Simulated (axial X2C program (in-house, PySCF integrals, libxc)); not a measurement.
**What spin–orbit coupling does to TcH**

Computed with an in-house relativistic program for diatomic molecules. Spin-free means the one-electron spin-free X2C Hamiltonian; two-component (2c) means X2C with spin–orbit coupling and atomic mean-field two-electron Coulomb and Gaunt terms, so the difference of the two also holds small scalar two-electron terms. Basis: Tc dyall-cv3z [12s12p8d5f3g], H dyall-v3z [6s2p1d] (cores contracted in-house); Gaussian nuclei, density fitting, unrestricted open shells. Masses: Tc 98.907 u, H 1.008 u.

Spin-free state: M_S = 2, Λ = 1 (beyond evenly filled blocks: σα, π+α, π+β, π-α, δ+α, δ-α); fragments Tc + H.

```tsv
level	Re (Å)	ωe (cm⁻¹)	De (eV)	μ (D)
PBE0	1.646	1865.3	2.489	-2.43
HF	1.728	1604.0	0.540	-3.57
PBE	1.642	1883.5	2.602	-2.05
```

Dipoles are positive if H is the positive end.

Two-component determinant lowest at the distance of the search:

Ω = 3 (⟨Sz⟩ = 2.00, ⟨Lz⟩ = 1.00 at PBE0); fragments Tc + H.

```
level  Re (Å)  ωe (cm⁻¹)  De (eV)  μ (D)
 PBE0   1.647     1858.9    2.536  -2.42
   HF   1.730     1603.0    0.578  -3.56
  PBE   1.643     1878.4    2.652  -2.04
```

(1) From the two tables, how do the constants change at the PBE0 level (2c against spin-free)?

The state is a single determinant with fixed occupations, the lowest that a limited PBE0 search found. Dissociation energies refer to the lowest single-determinant-based atoms at the same level and basis. Density functionals use the spin component along the axis (collinear). Other states lie close and PBE0, whose exact exchange favours high spin, may order them wrongly; the determinant shown need not be the ground state. The nearest other spin-free determinant of the search, M_S = 2, Λ = 0, lies 0.003 eV up at the distance of the search. Without a current term, density functionals place determinants with orbital angular momentum somewhat too high. With several unpaired electrons one determinant need not be a pure state. A state of lower Ω lies just above, and one determinant can place such states too high, so the state shown need not be the lowest. The search has Ω = 2 only 0.05 eV up. Open-shell Ω = 0 determinants with evenly filled partner blocks cannot be reached by this program, so the Ω shown need not be the lowest component. The determinant is spin-polarised beyond a pure state at some levels (its spin-free form has ⟨S²⟩ too high), which makes Re and μ there less reliable.

Answers

(1) At the PBE0 level Re rises by 0.001 Å and ωe falls by 6.4 cm⁻¹; De changes by 0.047 eV.
